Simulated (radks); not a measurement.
Spherical quantum dot in the effective-mass picture: electrons in a hard-walled sphere of radius 5.75, with a point charge +1 (a donor) at the centre, all in effective atomic units (hartree* = m*/eps^2 hartree, bohr* = eps/m* bohr), one dielectric constant everywhere. Method: non-relativistic Kohn-Sham, r2SCAN, spin-polarised, spherical densities, generalised Kohn-Sham scheme; computed with a radial shooting solver with Libxc functionals. Levels are named by radial order and angular momentum (1s, 1p, 1d, 2s, ...), and open shells are averaged over m. Results are scaled to m* = 0.466 and eps = 6.8, for which hartree* = 274.2 meV and bohr* = 0.7722 nm.

N = 24, configuration 1s2 1p6 1d10 2s(up 1, down 0) 1f(up 5, down 0). This is the lowest configuration that the search found. Occupied levels:

| level | occupation | eigenvalue (meV) | <r> (nm) |
|---|---|---|---|
| 1s up | 1 | 1366.5 | 3.079 |
| 1s down | 1 | 1379.0 | 3.114 |
| 1p up | 3 | 1387.8 | 3.245 |
| 1p down | 3 | 1400.0 | 3.217 |
| 1d up | 5 | 1423.3 | 3.313 |
| 1d down | 5 | 1437.0 | 3.293 |
| 2s up | 1 | 1458.3 | 1.306 |
| 1f up | 5 | 1473.4 | 3.372 |

Energy (meV): total 17510.5, kinetic 3956.9, external -1816.0, Hartree 17420, exchange-correlation -2050.5.
